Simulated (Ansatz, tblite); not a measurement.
Removing an electron: Ge(CCH)2Me2 (C6H8Ge). The state is a singlet with charge 0. Geometry: PBE0-D4/def2-SVP. Ansatz, gas phase; energy differences of separate SCF runs; the oxidised species was run as a doublet alone.

```xyz
15

Ge    0.0213    0.0588   -0.0109
C     0.5921   -1.1019    1.3939
C     0.9758   -1.8187    2.2988
H     1.3103   -2.4580    3.0965
C    -1.2997   -0.8783   -1.0226
C    -2.1444   -1.4486   -1.6866
H    -2.8906   -1.9591   -2.2692
C     1.5361    0.4615   -1.1599
H     1.2151    1.0997   -1.9958
H     1.9598   -0.4676   -1.5656
H     2.3144    0.9858   -0.5869
C    -0.7808    1.6503    0.7642
H    -0.0410    2.1833    1.3788
H    -1.6342    1.3726    1.3982
H    -1.1341    2.3203   -0.0329
```

The xTB rows come from tblite. Correlated methods freeze 15 core orbitals; core or outer-core shells of Ge are correlated, in sets that lack core-valence functions.

```csv
level,−HOMO (eV),vertical IE (eV),−LUMO (eV),HOMO–LUMO gap (eV),remarks
GFN1-xTB,11.82,14.28,6.18,5.64,–
GFN2-xTB,10.88,13.51,5.28,5.60,–
HF/def2-SVP,–,9.04,–,–,–
PBE-D4/def2-TZVP,6.61,9.09,0.91,5.70,–
PBE0-D4/def2-TZVP,7.79,9.50,-0.02,7.81,–
ωB97M-V/def2-TZVP,10.00,9.95,-1.95,11.95,–
MP2/def2-SVP,–,10.46,–,–,–
CCSD/def2-SVP,–,10.00,–,–,large T1 (+1 doublet)
CCSD(T)/def2-SVP,–,9.98,–,–,large T1 (+1 doublet)
```

Relaxing the oxidised species (PBE0-D4/def2-SVP) changes its energy by -0.14 eV at PBE0-D4/def2-TZVP, so the adiabatic ionisation energy to this nearest minimum is 9.36 eV. At PBE-D4/def2-TZVP it is 9.06 eV.   Raw xTB energy differences between charge states are shifted by several eV; the methods need an empirical correction for them.
